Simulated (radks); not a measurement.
Pm4+, 57 electrons, occupied as [Xe] 4f3.

All-electron calculation, scalar-relativistic Kohn-Sham, PBE, spin-polarised, spherical densities, point nucleus; open shells are filled with parallel spins first (spin-orbit coupling, left out, can overturn this in heavy ions). Program: a radial shooting solver on a logarithmic mesh with Libxc functionals.

Energy parts (hartree):
part                       energy
total                 -10017.6526
kinetic                10686.1039
electron-nucleus      -24252.6100
Hartree                 3775.7665
exchange-correlation    -226.9130

Orbitals (lengths in bohr, moments of r in powers of bohr):
| orbital | occ. | eigenvalue (hartree) | <r^4> | <r^2> | <1/r> |
|---|---|---|---|---|---|
| 1s down | 1 | -1656.485 | 1.417e-06 | 0.0007316 | 67.43 |
| 1s up | 1 | -1656.485 | 1.417e-06 | 0.0007316 | 67.43 |
| 2s up | 1 | -270.9315 | 0.0002296 | 0.01156 | 15.59 |
| 2s down | 1 | -270.9310 | 0.0002296 | 0.01156 | 15.59 |
| 2p up | 3 | -242.1329 | 0.0001697 | 0.009263 | 14.67 |
| 2p down | 3 | -242.1326 | 0.0001697 | 0.009263 | 14.67 |
| 3s up | 1 | -60.66129 | 0.009092 | 0.07758 | 5.693 |
| 3s down | 1 | -60.62188 | 0.009074 | 0.07751 | 5.696 |
| 3p up | 3 | -51.62071 | 0.009509 | 0.07766 | 5.372 |
| 3p down | 3 | -51.58151 | 0.009486 | 0.07758 | 5.376 |
| 3d up | 5 | -39.22792 | 0.007730 | 0.06574 | 5.098 |
| 3d down | 5 | -39.19768 | 0.007703 | 0.06564 | 5.101 |
| 4s up | 1 | -13.63874 | 0.2245 | 0.3935 | 2.397 |
| 4s down | 1 | -13.53905 | 0.2245 | 0.3934 | 2.397 |
| 4p up | 3 | -10.65830 | 0.2920 | 0.4428 | 2.211 |
| 4p down | 3 | -10.55887 | 0.2923 | 0.4429 | 2.210 |
| 4d up | 5 | -6.44504 | 0.4607 | 0.5347 | 1.947 |
| 4d down | 5 | -6.34639 | 0.4637 | 0.5358 | 1.945 |
| 5s up | 1 | -3.14914 | 6.243 | 2.084 | 0.9737 |
| 5s down | 1 | -3.09833 | 6.441 | 2.116 | 0.9641 |
| 5p up | 3 | -2.36009 | 10.50 | 2.675 | 0.8494 |
| 5p down | 3 | -2.32199 | 10.88 | 2.723 | 0.8394 |
| 4f up | 3 | -1.90817 | 1.962 | 0.9372 | 1.462 |
| 4f down | 0 | -1.81822 | 2.154 | 0.9718 | 1.449 |

The highest occupied level is 4f up at -51.924 eV. Summed over all electrons, <r^2> = 33.36 bohr^2, which gives a Langevin (diamagnetic) susceptibility term of -26.4 x 10^-6 cm^3/mol. The density falls to 0.001 e/bohr^3 at r = 3.19 bohr. Spin moment in Bohr magnetons: 3.
